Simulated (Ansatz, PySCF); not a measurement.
This PySCF input computes a r2SCAN/def2-TZVPD energy:

```python
from pyscf import gto, scf, dft

mol = gto.M(
    atom='''
    C     0.14388870   -0.07978109    1.14411330
    Br    0.90124617    1.39283035   -0.11631489
    Br   -0.92591281   -1.37915359   -0.07981882
    ''',
    basis='def2-tzvpd',
    charge=-1,
    spin=1,
    verbose=4,
)

mf = dft.UKS(mol, xc='r2scan').density_fit(auxbasis='def2-universal-jkfit')
mf.grids.level = 4
mf.conv_tol = 1e-9
mf.max_cycle = 100
mf.max_memory = 1500
mf.kernel()
if not mf.converged:
    mf = mf.newton()
    mf.kernel(mf.make_rdm1())
for _ in range(2):
    mo, _, stable, _ = mf.stability(return_status=True)
    if stable:
        break
    mf.kernel(mf.make_rdm1(mo, mf.mo_occ))
mf.analyze()
```

Task: Write an input for the same energy in Ansatz (a program for electronic structure) and say what it gives.

Result: 
Ansatz 0.2 input:
```yaml
crystal:
  periodic: [false, false, false]
  atoms:
    - {symbol: C, position_ang: [0.14388870, -0.07978109, 1.14411330]}
    - {symbol: Br, position_ang: [0.90124617, 1.39283035, -0.11631489]}
    - {symbol: Br, position_ang: [-0.92591281, -1.37915359, -0.07981882]}
basis:
  gaussian:
    orbitals: def2-TZVPD
hamiltonian:
  xc: {name: r2SCAN}
total_charge: -1
magnetization: {spin_polarized: true, initial_magnetization: 1}
output: {forces: true}
```
It gives -5186.34405 Eh, and PySCF -5186.34417 Eh, a difference of 0.12 mEh, from the treatment of integrals and grids.
